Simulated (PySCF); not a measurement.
Harmonic spectrum computed at PBE0 in the def2-TZVP basis family (core potentials from Rb on, PySCF, no spin–orbit coupling):

```
symmetry  ω (cm⁻¹)  IR (km/mol)
      a'       524         53.9
      a'       652         93.4
      a'      1721          125
```

Question: Which molecule gave it? In each, all ligands are bound to the one heavy central atom.
A. InHF (doublet)
B. CuHF (doublet)
C. AlHF (doublet)
D. GaHF (doublet)
E. GeHF (singlet)

Answer: D. It has Cs symmetry with Ga–F 1.767 Å, Ga–H 1.610 Å.
